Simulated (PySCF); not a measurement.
Species: TeF₄.
Bonds: Te1–F2, Te1–F3, Te1–F4, Te1–F5.

Computed by this run: PBE0-D3(BJ)/def2-SVP geometry optimisation, gas phase, def2 core potentials past Kr in PySCF 2.14.0; density fitting, grid level 1; the optimiser is geomeTRIC in internal coordinates, started from a GFN2-xTB structure with every atom displaced at random (about 0.03 Å).

Step 0: E = -18141.3633 eV
```
atom  x, y, z in Å  |  force x, y, z in eV/Å
Te1    -0.3478   -0.6180    0.0044    0.928   3.668  -0.957
F2      0.0664    0.1132    1.7348   -0.073  -0.526  -0.098
F3      0.0605    0.1379   -1.7653   -0.093  -1.030   0.859
F4      1.5892   -0.9079    0.0035   -1.219  -0.120  -0.035
F5     -1.2934    1.1643   -0.0395    0.457  -1.992   0.230
```

**Question.** Estimate the geometry and energy of step 1. (The exact step hangs on the optimiser's Hessian estimate; all steps are aligned on step 0, rigid shifts and turns removed.)

**Answer.** E = -18141.6199 eV, largest force 1.179 eV/Å
```
atom  x, y, z in Å  |  force x, y, z in eV/Å
Te1    -0.3420   -0.5140   -0.0180   -0.281  -0.901   0.349
F2      0.0931    0.0970    1.7349    0.013   0.016   0.393
F3      0.1139    0.0907   -1.7525    0.050   0.182  -0.747
F4      1.5070   -0.8855   -0.0118    0.866  -0.282   0.040
F5     -1.2971    1.1013   -0.0147   -0.647   0.985  -0.035
```

The energy changes by -0.2566 eV. The first-order estimate −F·Δx gives -0.6972 eV and the mean of the old and new forces, exact on a quadratic surface, -0.2200 eV. The step makes an angle of 33° with the force vector and moves no atom by more than 0.107 Å.

The cost below is that of the whole optimisation. On an Arm Neoverse V1 with one thread (shared host), this took 55 s and 0.33 GiB of memory at its peak.
